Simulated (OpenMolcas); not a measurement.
P+: thermal populations, worked from levels

```
Program             : OpenMolcas
Basis               : ANO-RCC-VDZP [4s3p1d]
Scalar Hamiltonian  : DKH2, point nucleus
Active space        : 4 electrons in 4 orbitals (3s 3p)
State averaging     : 2S+1 = 3 even, 3 roots; 2S+1 = 1 even, 6 roots; 2S+1 = 5 odd, 1 root; 2S+1 = 3 odd, 9 roots; 2S+1 = 1 odd, 8 roots
Spin-orbit coupling : RASSI with atomic mean-field integrals over the reference wave functions, term energies averaged over their components
```

Methods: CASSCF; SS-CASPT2, IPEA 0.25 Eh, imaginary shift 0.1 Eh (closed shells correlated: 2s 2p). Measured levels: NIST Handbook of Basic Atomic Spectroscopic Data.

**Thermal populations.** Z = Σ (2J + 1) exp(-E/kT) with k = 0.695035 cm-1/K, over the levels below. No other level of either list lies under 76700 cm-1, which is above 7 kT at each temperature.

```
       Level  2J + 1  SS-CASPT2  measured
 3s2 3p2 3P0       1        0.0       0.0
 3s2 3p2 3P1       3        147       165
 3s2 3p2 3P2       5        421       469
 3s2 3p2 1D2       5       9830      8882
 3s2 3p2 1S0       1      21190     21576
3s 3p3 5S* 2       5      39710     45697
3s 3p3 3D* 2       5      64540     65272
3s 3p3 3D* 1       3      64540     65251
3s 3p3 3D* 3       7      64550     65307
```

```tsv
T (K)	Z, SS-CASPT2	Z, measured levels	Ground level (%), SS-CASPT2	Ground level (%), measured levels
5000	8.603	8.620	11.6	11.6
8000	9.437	9.542	10.6	10.5
12000	10.368	10.494	9.6	9.5
```

At 12000 K, kT = 8340 cm-1, and the computed levels give Z = 1.000 + 2.948 + 4.754 + 1.539 + 0.079 + 0.043 + 0.002 + 0.001 + 0.003 = 10.368.

CASPT2 breaks the degeneracy within a term, and the mean is taken; among the terms shown or strongly mixed into the levels shown the widest spread is 400 cm-1 (3s 3p3 3D*, SS-CASPT2). Over all roots computed the reference weight is 0.87 to 0.99 in SS-CASPT2; the roots of lowest weight are the least certain, and an intruder state may touch them. Terms of s pⁿ other than that of highest spin mix with s² pⁿ⁻² d, which this space lacks; all of them can be thousands of cm-1 off, and some have no real level of that name. Without dynamic correlation excited terms often stand tens of per cent too high (terms of higher spin than the ground term too low), and those without a measured partner can miss by more than the paired ones (holds for CASSCF). Measured partners are found by configuration, term and J. A level has none where our copy of the source lacks it or the pairing is in doubt (some pairs that miss far off the trend of their configuration count as doubtful), and it then counts in no deviation. Levels of configurations outside the active space are missing.

* marks odd parity.
